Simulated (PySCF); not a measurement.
**Removal energies of S(4+) from EOM-IP-GCCSD**

Reference: closed-shell S(4+), [Ne] 3s2; one electron is removed. Calculated with PySCF 2.14, two-component X2C-1e with screened spin-orbit coupling, x2c-TZVPPall-2c with one added diffuse shell each of s, p, d type (6s7p4d1f, 54 functions); frozen nothing; all 96 virtual spinors kept. No Breit or QED terms. Binding energies in eV.

| level | Koopmans | second order | EOM-CCSD |
| --- | --- | --- | --- |
| 2s1/2 | 306.18 | 301.89 | 302.73 |
| 2p1/2 | 242.37 | 238.24 | 238.84 |
| 2p3/2 | 241.02 | 236.94 | 237.54 |
| 3s1/2 | 71.002 | 72.156 | 72.481 |

One-hole weights below 0.9, a sign of mixing with satellites: 2s1/2 (0.82).

For comparison, the ionisation energy of S(4+) is 72.594 eV (measured; NIST Atomic Spectra Database, ionization energies).

The screened spin-orbit operator tends to give fine-structure splittings of light species too large.
